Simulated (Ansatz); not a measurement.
The first iterations of a band of CH8Si2 + ClH (13 atoms, charge 0, multiplicity 1).

The calculation used RKS revPBE-D4/6-31G* in Ansatz 0.2.0.

| Item | Value |
| --- | --- |
| movable images | 7 |
| climbing image | yes |
| spring | 2.0 to 10.0 eV/Å², energy-weighted |
| optimiser | quadratic models (default) |
| start path | through a guess of the saddle point |
| force threshold | 0.03 eV/Å |
| iteration limit | 60 |
| end points | relaxed |

Initial state:

```xyz
13
Properties=species:S:1:pos:R:3
Si -1.043 -0.380 -0.363
Si 0.673 -1.515 0.782
H -1.834 -1.414 -1.118
H -1.963 0.244 0.649
C -0.347 0.931 -1.550
H 1.092 1.281 1.881
Cl 0.778 2.544 1.930
H 1.480 -0.568 1.642
H 0.145 -2.580 1.699
H 1.649 -2.146 -0.170
H 0.194 1.713 -0.993
H -1.167 1.414 -2.110
H 0.345 0.476 -2.279
```

Final state:

```xyz
13
Properties=species:S:1:pos:R:3
Si -1.547 0.871 -0.078
Si 1.530 -1.648 1.104
H -1.457 -0.498 0.522
H -2.958 1.123 -0.519
C -0.329 1.094 -1.496
H 1.464 -0.187 1.430
Cl -1.117 2.246 1.443
H 2.883 -2.184 1.465
H 0.474 -2.386 1.870
H 1.301 -1.838 -0.367
H -0.408 2.108 -1.923
H -0.543 0.362 -2.297
H 0.707 0.938 -1.153
```

| iteration | highest image above the first end (eV) | largest band force component (eV/Å) |
| --- | --- | --- |
| 1 | 2.552 | 6.040 |
| 2 | 1.479 | 1.973 |
| 3 | 1.348 | 1.073 |
| 4 | 1.364 | 0.567 |
| 5 | 1.349 | 0.691 |

Does the band converge within its limit, and where does its top end?

The run converged. It ended after 15 iterations with the highest image 1.408 eV above the first end. Another band between the same ends (7 images) ends at a top of the same energy, where a vibrational analysis finds 1 clearly imaginary mode. The orbitals stay closed-shell, which can raise the energy where a bond breaks towards radicals; this wasn't checked here.

Run time: 2.5 min on 2 threads of Intel(R) Xeon(R) Platinum 8488C (Sapphire Rapids), with other jobs on the host, peak memory 0.16 GiB.
